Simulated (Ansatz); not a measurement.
`CNC[AsH2]`, relaxed with RKS PBE-D4/def2-SVP in the Gaussian-basis code of Ansatz from a rough embedded geometry. The force threshold is 0.03 eV/Å; the program also tests the step.

Total charge 0; spin multiplicity 1.

Start:

```xyz
12

C    -1.501   -0.118    0.669
N    -0.088   -0.093    0.574
C     0.265    0.068   -0.811
As    2.271   -0.111   -1.080
H    -1.786   -0.204    1.806
H    -1.980   -1.012    0.200
H    -1.988    0.795    0.305
H     0.280    0.705    1.076
H    -0.110    1.016   -1.265
H    -0.187   -0.774   -1.459
H     2.478    1.009    0.067
H     2.345   -1.280   -0.082
```

```json
{"step": "1", "energy (eV)": "-64510.7406", "largest force (eV/Å)": "2.460", "largest move (Å)": "0.000"}
{"step": "2", "energy (eV)": "-64510.9799", "largest force (eV/Å)": "0.790", "largest move (Å)": "0.192"}
{"step": "3", "energy (eV)": "-64511.0331", "largest force (eV/Å)": "0.284", "largest move (Å)": "0.076"}
{"step": "4", "energy (eV)": "-64511.0388", "largest force (eV/Å)": "0.124", "largest move (Å)": "0.061"}
{"step": "5", "energy (eV)": "-64511.0401", "largest force (eV/Å)": "0.060", "largest move (Å)": "0.043"}
{"step": "6", "energy (eV)": "-64511.0409", "largest force (eV/Å)": "0.019", "largest move (Å)": "0.012"}
```

End:

```xyz
12

C    -1.582   -0.088    0.726
N    -0.143   -0.159    0.542
C     0.283    0.018   -0.827
As    2.263   -0.051   -1.090
H    -1.833   -0.193    1.801
H    -2.070   -0.931    0.191
H    -2.061    0.856    0.352
H     0.332    0.521    1.147
H    -0.055    0.972   -1.316
H    -0.132   -0.804   -1.452
H     2.544    1.031   -0.023
H     2.455   -1.173   -0.050
```

Hardware: 4 threads of an Intel Xeon Platinum 8559C on a shared host. Wall time 5 s, peak host memory 0.19 GiB.
